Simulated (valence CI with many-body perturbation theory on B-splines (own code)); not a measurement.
## E1 line list for Au XLIX

Calculated by valence CI with perturbative core correlation (CI+MBPT): three valence electrons over a frozen Dirac-Fock core [Ar] 3d10, radial functions for each j: 11 s, 11 p, 9 d, 7 f, 5 g, 2 h, 1 i, with the one-electron correlation potential Σ1, the two-electron term Σ2, the three-electron term Σ3, Breit, model QED; selected CI, second order for the rest (own B-spline code, finite nucleus).

No measured spectrum was set against this ion. As an estimate, large intervals hold to a few tenths of a per cent, small ones and those within an open d or f shell to about a per cent.

Lines 1 to 50 of 272 in falling wavelength, among levels below 724.63 eV, chosen from the strongest by gf and those to the six lowest levels. Wavelengths and rates use the calculated energies. Electric multipoles are in the length gauge, E1 and E2 with the static RPA response of the core. Weak lines are less certain than strong ones. Lines between different terms over intervals too small for the method are left out, as are lines whose strength nearly cancels. The highest levels of a list are the least certain.

Levels are named by their leading jj configuration (3d3/2^4 stands for four electrons in 3d with j = 3/2), which in mixed levels can hold well under half, so a name can repeat and another be missing. Letters in brackets count levels of one name in rising energy.

```
λ vac (nm)                          Upper                       Lower   A (s⁻¹)  S (a.u.) with core polarisation  S without
     42.24             (4s^2 4p3/2) J=3/2          (4s 4p1/2^2) J=1/2  3.27e+06                         4.86e-04   5.14e-04
     13.57      (4p1/2 4p3/2 4d3/2) J=7/2  (4s 4p3/2 4d3/2) J=5/2 [b]  9.12e+09                         9.01e-02   9.57e-02
     13.36  (4p1/2 4p3/2 4d3/2) J=5/2 [a]  (4s 4p3/2 4d3/2) J=3/2 [b]  5.83e+09                         4.12e-02   4.38e-02
     13.09         (4s 4p1/2 4d3/2) J=5/2          (4s^2 4d3/2) J=3/2  1.37e+10                         9.11e-02   9.66e-02
     13.05     (4s 4p1/2 4p3/2) J=3/2 [a]          (4s^2 4p3/2) J=3/2  2.97e+09                         1.30e-02   1.38e-02
     12.91      (4p1/2 4p3/2 4d5/2) J=9/2  (4s 4p3/2 4d5/2) J=7/2 [b]  6.82e+09                         7.24e-02   7.69e-02
     12.31  (4p1/2 4p3/2 4d5/2) J=7/2 [b]  (4s 4p3/2 4d5/2) J=5/2 [b]  1.65e+10                         1.22e-01   1.29e-01
     12.11          (4p1/2 4p3/2^2) J=5/2          (4s 4p3/2^2) J=3/2  1.49e+10                         7.84e-02   8.33e-02
     11.97         (4s 4p1/2 4f5/2) J=7/2          (4s^2 4f5/2) J=5/2  2.19e+10                         1.49e-01   1.58e-01
     11.90          (4p1/2^2 4d3/2) J=3/2  (4s 4p1/2 4d3/2) J=3/2 [b]  1.68e+10                         5.59e-02   5.93e-02
     11.90  (4p1/2 4p3/2 4d3/2) J=5/2 [b]  (4s 4p3/2 4d3/2) J=5/2 [b]  8.17e+09                         4.07e-02   4.32e-02
     11.88         (4s 4p1/2 4p3/2) J=5/2          (4s^2 4p3/2) J=3/2  1.75e+10                         8.70e-02   9.24e-02
     11.87         (4s 4p1/2 4d5/2) J=7/2          (4s^2 4d5/2) J=5/2  2.01e+10                         1.33e-01   1.41e-01
     11.72          (4p1/2^2 4d3/2) J=3/2      (4s 4p1/2 4d3/2) J=1/2  1.48e+10                         4.70e-02   4.99e-02
     11.70      (4p1/2 4p3/2 4d5/2) J=9/2  (4s 4p3/2 4d5/2) J=7/2 [a]  1.28e+10                         1.01e-01   1.07e-01
     11.64         (4s 4p1/2 4f7/2) J=9/2          (4s^2 4f7/2) J=7/2  2.52e+10                         1.96e-01   2.07e-01
     11.55          (4p1/2^2 4p3/2) J=3/2      (4s 4p1/2 4p3/2) J=1/2  1.30e+10                         3.95e-02   4.19e-02
     11.52  (4p1/2 4p3/2 4d5/2) J=3/2 [b]  (4s 4p3/2 4d5/2) J=3/2 [b]  1.83e+10                         5.53e-02   5.87e-02
     11.45     (4s 4p1/2 4f7/2) J=7/2 [b]          (4s^2 4f7/2) J=7/2  2.28e+10                         1.35e-01   1.43e-01
     11.44      (4p1/2 4p3/2 4d5/2) J=1/2  (4s 4p3/2 4d5/2) J=3/2 [b]  3.05e+10                         4.51e-02   4.79e-02
     11.41  (4p1/2 4p3/2 4d3/2) J=5/2 [a]  (4s 4p3/2 4d3/2) J=5/2 [a]  1.63e+10                         7.18e-02   7.63e-02
     11.39  (4p1/2 4p3/2 4d3/2) J=5/2 [a]  (4s 4p3/2 4d3/2) J=3/2 [a]  9.47e+09                         4.14e-02   4.40e-02
     11.37         (4s 4p1/2 4d3/2) J=1/2          (4s^2 4d3/2) J=3/2  2.51e+10                         3.64e-02   3.86e-02
     11.35     (4s 4p1/2 4f5/2) J=5/2 [b]          (4s^2 4f5/2) J=5/2  2.24e+10                         9.70e-02   1.03e-01
     11.32         (4s 4p1/2 4f7/2) J=5/2          (4s^2 4f7/2) J=7/2  2.45e+10                         1.05e-01   1.12e-01
     11.29          (4p1/2^2 4p3/2) J=3/2  (4s 4p1/2 4p3/2) J=3/2 [b]  2.01e+10                         5.73e-02   6.08e-02
     11.28             (4s 4p1/2^2) J=1/2          (4s^2 4p1/2) J=1/2  3.92e+10                         5.56e-02   5.89e-02
     11.24         (4s 4p1/2 4f5/2) J=3/2          (4s^2 4f5/2) J=5/2  2.23e+10                         6.26e-02   6.64e-02
     11.20     (4s 4p1/2 4d3/2) J=3/2 [b]          (4s^2 4d3/2) J=3/2  1.65e+10                         4.59e-02   4.87e-02
     11.19     (4s 4p1/2 4d5/2) J=5/2 [b]          (4s^2 4d5/2) J=5/2  2.06e+10                         8.55e-02   9.07e-02
     11.19  (4p1/2 4p3/2 4d3/2) J=3/2 [a]  (4s 4p3/2 4d3/2) J=3/2 [a]  1.82e+10                         5.03e-02   5.34e-02
     11.18  (4p1/2 4p3/2 4d3/2) J=1/2 [a]  (4s 4p3/2 4d3/2) J=1/2 [a]  2.72e+10                         3.74e-02   3.97e-02
     11.10  (4p1/2 4p3/2 4d5/2) J=5/2 [a]  (4s 4p3/2 4d5/2) J=3/2 [a]  2.04e+10                         8.28e-02   8.78e-02
     11.09  (4p1/2 4p3/2 4d5/2) J=3/2 [b]      (4s 4p3/2 4d5/2) J=1/2  2.24e+10                         6.03e-02   6.39e-02
     11.07          (4p1/2^2 4d5/2) J=5/2      (4s 4p1/2 4d5/2) J=3/2  2.39e+10                         9.61e-02   1.02e-01
     11.07  (4p1/2 4p3/2 4d5/2) J=7/2 [b]  (4s 4p3/2 4d5/2) J=7/2 [b]  1.01e+10                         5.43e-02   5.76e-02
     11.04         (4s 4p1/2 4d5/2) J=3/2          (4s^2 4d5/2) J=5/2  2.68e+10                         7.11e-02   7.55e-02
     11.02  (4p1/2 4p3/2 4d3/2) J=3/2 [b]  (4s 4p3/2 4d3/2) J=3/2 [b]  1.37e+10                         3.61e-02   3.83e-02
     10.93          (4p1/2^2 4d5/2) J=5/2  (4s 4p1/2 4d5/2) J=5/2 [b]  3.09e+10                         1.19e-01   1.27e-01
     10.93      (4p1/2 4p3/2 4d3/2) J=7/2      (4s 4p3/2 4d3/2) J=7/2  1.97e+10                         1.01e-01   1.08e-01
     10.91          (4p1/2 4p3/2^2) J=1/2          (4s 4p3/2^2) J=1/2  4.66e+10                         5.98e-02   6.35e-02
     10.90  (4p1/2 4p3/2 4d5/2) J=5/2 [b]  (4s 4p3/2 4d5/2) J=7/2 [b]  2.01e+10                         7.69e-02   8.16e-02
     10.68  (4p1/2 4p3/2 4d5/2) J=3/2 [a]  (4s 4p3/2 4d5/2) J=5/2 [a]  4.19e+10                         1.01e-01   1.07e-01
     10.56     (4s 4p1/2 4p3/2) J=3/2 [b]          (4s^2 4p3/2) J=3/2  2.54e+10                         5.90e-02   6.26e-02
     10.55  (4p1/2 4p3/2 4d5/2) J=5/2 [a]  (4s 4p3/2 4d5/2) J=5/2 [a]  2.68e+10                         9.33e-02   9.90e-02
     10.35         (4s 4p1/2 4p3/2) J=1/2          (4s^2 4p3/2) J=3/2  3.31e+10                         3.62e-02   3.84e-02
     10.35          (4p1/2^2 4d5/2) J=5/2      (4s 4p1/2 4d5/2) J=7/2  6.36e+10                         2.09e-01   2.21e-01
     10.32          (4p1/2^2 4d3/2) J=3/2      (4s 4p1/2 4d3/2) J=5/2  6.99e+10                         1.52e-01   1.61e-01
     10.17  (4p1/2 4p3/2 4d5/2) J=7/2 [b]  (4s 4p3/2 4d5/2) J=7/2 [a]  1.50e+10                         6.21e-02   6.58e-02
     10.14  (4p1/2 4p3/2 4d5/2) J=7/2 [a]      (4s 4p3/2 4d5/2) J=9/2  5.24e+10                         2.16e-01   2.29e-01
```
